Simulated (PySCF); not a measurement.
SMILES F/C=C\c1ccccc1 (C₈H₇F), GFN2-xTB optimised geometry.

```
16

F      2.19     2.29     0.00
C      2.55     1.00     0.00
C      1.70    -0.03     0.00
C      0.24    -0.03     0.00
C     -0.41    -1.26     0.00
C     -1.79    -1.33     0.00
C     -2.55    -0.17     0.00
C     -1.91     1.06     0.00
C     -0.53     1.14     0.00
H      3.62     0.89     0.00
H      2.16    -1.00     0.00
H      0.17    -2.17     0.00
H     -2.28    -2.29     0.00
H     -3.62    -0.22     0.00
H     -2.49     1.97     0.00
H     -0.05     2.10     0.00
```

Density from PySCF with B3LYP/def2-TZVP at that geometry.

Minimum of the electron density along straight lines between bonded atoms, close to the bond critical point (lines longer than 1.1 times the sum of covalent radii, or with two minima, are not listed):

| bond | length / Å | ρ at the minimum / e bohr⁻³ | ∇²ρ there / e bohr⁻⁵ | position (fraction from the first atom) |
|---|---|---|---|---|
| F1–C2 | 1.343 | 0.263 | -0.02 | 0.67 |
| C2–C3 | 1.328 | 0.359 | -1.12 | 0.52 |
| C3–C4 | 1.456 | 0.283 | -0.80 | 0.51 |
| C4–C5 | 1.397 | 0.318 | -0.94 | 0.50 |
| C5–C6 | 1.381 | 0.327 | -0.99 | 0.50 |
| C6–C7 | 1.385 | 0.324 | -0.97 | 0.50 |
| C7–C8 | 1.385 | 0.325 | -0.98 | 0.50 |
| C4–C9 | 1.396 | 0.318 | -0.94 | 0.51 |
| C8–C9 | 1.382 | 0.326 | -0.98 | 0.50 |
| C2–H10 | 1.081 | 0.296 | -1.10 | 0.66 |
| C3–H11 | 1.082 | 0.287 | -1.01 | 0.64 |
| C5–H12 | 1.081 | 0.288 | -1.03 | 0.64 |
| C6–H13 | 1.080 | 0.289 | -1.04 | 0.64 |
| C7–H14 | 1.080 | 0.289 | -1.04 | 0.64 |
| C8–H15 | 1.080 | 0.289 | -1.04 | 0.64 |
| C9–H16 | 1.077 | 0.293 | -1.06 | 0.65 |
